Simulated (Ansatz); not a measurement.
Computed with Ansatz on PBE0-D4/def2-TZVP structures; ΔE is electronic, products minus reactants. CCSD(T)/CBS adds triple-zeta CCSD(T) − MP2 to the extrapolated MP2 energy (def2 sets, frozen cores). This one scheme is used for every species. Functionals use def2-TZVPP. Each species was taken in one conformer, which may not be the lowest.

`N[SiH2]BF` + `OCS` → `FBOCS` + `N[SiH3]`  (cleavage of the B–Si bond)

```
             level  ΔE (kJ/mol)  difference from CCSD(T)/CBS
           BLYP-D4       -188.8                         -0.3
          PBE-QIDH       -191.2                         -2.7
            r2SCAN       -191.8                         -3.3
              PBE0       -182.1                          6.4
           r2SCAN0       -193.3                         -4.8
             BHLYP       -197.8                         -9.3
RPA@PBE/def2-TZVPP       -189.0                         -0.5
      MP2/def2-SVP       -220.3                        -31.8
     CCSD/def2-SVP       -212.1                        -23.6
     MP2/CBS(def2)       -195.0                         -6.5
       CCSD(T)/CBS       -188.5                            0
```

Largest T1 diagnostic among the species: 0.013.

From PBE to PBE0 (25 % exact exchange), in def2-TZVPP and without D4, ΔE moves by −4.5 kJ/mol. At CCSD(T), def2-SVP lies −24.7 kJ/mol from the extrapolated value and def2-TZVPP −4.0 kJ/mol.
